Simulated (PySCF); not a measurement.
## Computed properties of Ga(H)2(Et) (C2H7Ga), SMILES [GaH2][CH2]C

Ga(H)2(Et) (C₂H₇Ga), SMILES C[CH2][GaH2]. The structure is a stationary point at B3LYP-D3(BJ)/def2-SVP. The structure was generated by enumeration; whether it is a known compound was not checked. One conformer was computed; it need not be the lowest. All values are computed for the isolated molecule unless a solvent is named; none is compared with measurement here.

**Structure.** The optimised structure has Cs symmetry. All 24 harmonic modes at B3LYP-D3(BJ)/def2-SVP (PySCF) are real, so it is a minimum. With heavy atoms numbered as in [GaH2:1][CH2:4][CH3:5], the shortest bond between them is C4–C5 at 1.532 Å and the longest Ga1–C4 at 1.988 Å.

**Vibrations.** The strongest infrared lines (harmonic, unscaled, degenerate partners summed) lie at 1921 cm⁻¹ (253 km/mol, H 99 %), 755 cm⁻¹ (188 km/mol, H 98 %), 1916 cm⁻¹ (180 km/mol, H 99 %). The softest mode is at 74 cm⁻¹ and the zero-point energy is 48.1 kcal/mol.

**Electronic structure.** ωB97X/def2-TZVPD (PySCF) places the frontier levels at -9.84 and 0.47 eV, a gap of 10.31 eV, and gives a dipole moment of 0.72 D and a mean polarisability of 57.4 bohr³. PBE/def2-TZVPD (PySCF) at the same geometry gives -6.33 and -2.22 eV, so its gap is 6.20 eV narrower. An orbital gap is neither the optical nor the fundamental gap.

**Excitations.** TDDFT-PBE0/def2-SVPD (PySCF) has S1 at 4.67 eV (266 nm, f = 0.001, dark); the most intense of the 10 singlets computed lies at 7.55 eV (f = 0.23). T1 (TDA) is at 4.32 eV. TDDFT-PBE/def2-SVPD (PySCF) puts S1 at 4.22 eV. No vertical singlet excitation falls in the visible range (under 3.1 eV).

**NMR.** GIAO shifts at KT2/pcSseg-1 (PySCF) (non-relativistic, atoms alike by connectivity averaged): ¹³C from 16.0 to 23.7 ppm against TMS; ¹H from 1.4 to 7.0 ppm against TMS.
